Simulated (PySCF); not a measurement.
An unknown shows these calculated signals:

1H NMR (400 MHz, computed): δ 6.47 (m, 1H), 6.37 (m, 1H), 4.75 (m, 1H), 4.48 (m, 1H), 4.18 (m, 1H), 3.71 (m, 1H), 3.68 (s, 3H).

13C{1H} NMR (computed): δ 143.5 (C), 123.1 (CH2), 66.0 (CH), 60.2 (CH3), 57.4 (CH).

- GIAO PBE0/pcSseg-1 shieldings
- GFN2-xTB geometry
- program: PySCF
- no solvent model, equivalent nuclei averaged, non-relativistic, a single conformation

Shifts are taken against calculated references (same method and geometry level): 1H, 13C vs TMS.

Which of these does the molecule contain: a three-membered ring, a Si–H bond, a CF3 group, a carboxylic acid, a methoxy group, an aldehyde?

## Answers


- A three-membered ring: yes.
- A Si–H bond: yes (δH 4.48 (m), 4.75 (m)).
- A CF3 group: no.
- A carboxylic acid: no.
- A methoxy group: yes (δC 60.2; δH 3.68 (s)).
- An aldehyde: no.

The data belong to SMILES C=C1[C@@H](OC)[C@@H]1O[SiH2]F, C5H9FO2Si; they needn't prove each group on their own.

Carbon signals by region: 2 in the sp2 and nitrile region (100–160 ppm), 3 at 50–100 ppm.

Splittings by 19F in the carbon and heteronuclear signals aren't shown, as no couplings were computed. Shifts are as computed. Against solution values, carbons near 30 ppm lie about +3 ppm off and those near 130 ppm about +5 ppm. Of 1211 compounds with measured shifts, 218 miss one by over three times the rms of a fit or turn the order of signals round; such compounds aren't used in these exercises. No couplings were computed; multiplicities are counted from neighbouring protons, with m where these are inequivalent, close in shift, in a saturated or five-membered ring or joined by F or P, and br s for small geminal =CH2 splittings.
